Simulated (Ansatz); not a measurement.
C₂H₆N (SMILES [CH2]NC), doublet, geometry from GFN2-xTB; CCSD(T)/6-31G* run with Ansatz (an electronic-structure program).

Input for Ansatz:
Ansatz 0.2 input:
```yaml
crystal:
  periodic: [false, false, false]
  atoms:
    - {symbol: C, position_ang: [1.20091201, -0.35409013, -0.26035158]}
    - {symbol: N, position_ang: [0.15514093, 0.39416532, 0.26496238]}
    - {symbol: C, position_ang: [-1.19676442, -0.02448973, -0.00558254]}
    - {symbol: H, position_ang: [1.05672953, -0.73061468, -1.25611142]}
    - {symbol: H, position_ang: [2.18829747, -0.05352778, 0.03476338]}
    - {symbol: H, position_ang: [0.30544302, 0.67453837, 1.22592736]}
    - {symbol: H, position_ang: [-1.48256189, -0.93781616, 0.53384176]}
    - {symbol: H, position_ang: [-1.29621216, -0.21507721, -1.07354631]}
    - {symbol: H, position_ang: [-1.88256807, 0.77481933, 0.27599336]}
basis:
  gaussian:
    orbitals: 6-31G*
magnetization: {spin_polarized: true, initial_magnetization: 1}
correlation: {method: ccsd_t, electrons: outside_noble_gas}
accuracy: high
```

Output, abridged:

```
Functional definition: HF
1355 factors; integrals over basis functions are off by at most 3.1e-9 eV
mean field evaluation 1: about -3634.0727 eV, gradient 1.7e1 eV
mean field evaluation 2: about -3634.0719 eV, gradient 1.7e1 eV
mean field evaluation 4: about -3635.7699 eV, gradient 2.4e0 eV
mean field evaluation 8: about -3635.8373 eV, gradient 7.3e-2 eV
mean field evaluation 16: about -3635.5897 eV, gradient 5.4e0 eV
mean field evaluation 32: about -3635.8371 eV, gradient 1.3e-5 eV
mean field -3635.83714637 eV, -133.6145506700 hartree, gradient 4.1e-8 eV, S^2 0.760184; 1 other end points of the search recorded, 0 dependent functions left out
3 core orbitals not correlated
reference -3635.83714637 eV, -133.6145506700 hartree; 10, 9 occupied and 44, 45 virtual orbitals, 1355 factors
second order -10.98870707 eV of doubles, -0.00000000 eV of singles
cycle   1  -11.61928129 eV  change   -6.3e-1 eV  update   7.4e-2
cycle   2  -11.97784209 eV  change   -3.6e-1 eV  update   2.4e-2
cycle   3  -12.04048659 eV  change   -6.3e-2 eV  update   1.3e-2
cycle   4  -12.03974370 eV  change    7.4e-4 eV  update   6.1e-3
cycle   5  -12.04013540 eV  change   -3.9e-4 eV  update   2.6e-3
cycle   6  -12.03973031 eV  change    4.1e-4 eV  update   7.1e-4
cycle   7  -12.03963506 eV  change    9.5e-5 eV  update   2.1e-4
cycle   8  -12.03965661 eV  change   -2.2e-5 eV  update   8.0e-5
cycle   9  -12.03963773 eV  change    1.9e-5 eV  update   2.6e-5
cycle  10  -12.03963956 eV  change   -1.8e-6 eV  update   8.2e-6
cycle  11  -12.03964173 eV  change   -2.2e-6 eV  update   3.0e-6
cycle  12  -12.03964060 eV  change    1.1e-6 eV  update   1.3e-6
cycle  13  -12.03964039 eV  change    2.0e-7 eV  update   6.7e-7
cycle  14  -12.03963993 eV  change    4.6e-7 eV  update   2.7e-7
cycle  15  -12.03963986 eV  change    7.0e-8 eV  update   1.1e-7
cycle  16  -12.03963984 eV  change    1.6e-8 eV  update   5.4e-8
cycle  17  -12.03963987 eV  change   -2.5e-8 eV  update   3.3e-8
cycle  18  -12.03963988 eV  change   -1.4e-8 eV  update   2.3e-8
cycle  19  -12.03963990 eV  change   -1.6e-8 eV  update   9.9e-8
cycle  20  -12.03963990 eV  change   7.1e-10 eV  update   2.5e-8
cycle  21  -12.03963990 eV  change    2.9e-9 eV  update   7.1e-9
cycle  22  -12.03963989 eV  change    1.2e-9 eV  update   3.3e-9
cycle  23  -12.03963989 eV  change    1.5e-9 eV  update   1.3e-9
perturbative correction -0.30926637 eV, -0.0113653296 hartree
Total energy: -3648.18605263 eV, -134.0683646049 hartree
```
